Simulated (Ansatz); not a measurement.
Calculation: frozen-core CCSD(T)/cc-pVTZ // r2SCAN-D4/def2-TZVP (Ansatz, a program for electronic structure).

Ansatz 0.2 input:
```yaml
crystal:
  periodic: [false, false, false]
  atoms:
    - { symbol: O, position_ang: [2.105913, -1.453808, 0.016305] }
    - { symbol: C, position_ang: [1.113906, -0.76898, 0.008624] }
    - { symbol: C, position_ang: [1.072611, 0.744806, -0.175043] }
    - { symbol: C, position_ang: [-0.401757, 1.070647, -0.413477] }
    - { symbol: C, position_ang: [-1.147811, -0.00091, 0.401481] }
    - { symbol: C, position_ang: [-0.318082, -1.265692, 0.180883] }
    - { symbol: H, position_ang: [1.765208, 1.062281, -0.955895] }
    - { symbol: H, position_ang: [1.425461, 1.185626, 0.766375] }
    - { symbol: H, position_ang: [-0.674426, 2.086963, -0.124715] }
    - { symbol: H, position_ang: [-0.640531, 0.955399, -1.476177] }
    - { symbol: H, position_ang: [-1.135823, 0.270898, 1.462425] }
    - { symbol: H, position_ang: [-2.191705, -0.108343, 0.102527] }
    - { symbol: H, position_ang: [-0.37764, -2.020183, 0.966636] }
    - { symbol: H, position_ang: [-0.595327, -1.758705, -0.759949] }
basis:
  gaussian: { orbitals: cc-pVTZ }
correlation:
  method: ccsd_t
```

Output:

```
Functional definition: HF
1671 factors; integrals over basis functions are off by at most 1.1e-3 eV
mean field evaluation 1: about -7313.6415 eV, gradient 4.4e1 eV
mean field evaluation 2: about -7313.9582 eV, gradient 4.4e1 eV
mean field evaluation 4: about -7318.6302 eV, gradient 5.9e0 eV
mean field evaluation 8: about -7318.7453 eV, gradient 5.3e-1 eV
mean field evaluation 16: about -7318.7476 eV, gradient 1.8e-6 eV
mean field -7318.74758795 eV, -268.9590130317 hartree, gradient 1.8e-6 eV, S^2 0.000000; 0 other end points of the search recorded, 0 dependent functions left out
6 core orbitals not correlated
reference -7318.74758795 eV, -268.9590130317 hartree; 17, 17 occupied and 269, 269 virtual orbitals, 1671 factors
second order -28.94896085 eV of doubles, -0.00000000 eV of singles
cycle   1  -29.15511577 eV  change   -2.1e-1 eV  update   1.2e-1
cycle   2  -29.86064693 eV  change   -7.1e-1 eV  update   3.6e-2
cycle   3  -30.03643634 eV  change   -1.8e-1 eV  update   1.9e-2
cycle   4  -30.02513887 eV  change    1.1e-2 eV  update   4.7e-3
cycle   5  -30.02461495 eV  change    5.2e-4 eV  update   2.2e-3
cycle   6  -30.02544212 eV  change   -8.3e-4 eV  update   6.8e-4
cycle   7  -30.02511460 eV  change    3.3e-4 eV  update   2.7e-4
cycle   8  -30.02505678 eV  change    5.8e-5 eV  update   9.5e-5
cycle   9  -30.02509936 eV  change   -4.3e-5 eV  update   3.8e-5
cycle  10  -30.02510212 eV  change   -2.8e-6 eV  update   2.0e-5
perturbative correction -1.30905501 eV, -0.0481068842 hartree
Total energy: -7350.08174507 eV, -270.1105220671 hartree
```

Cost: around 7 core-minutes (rough).
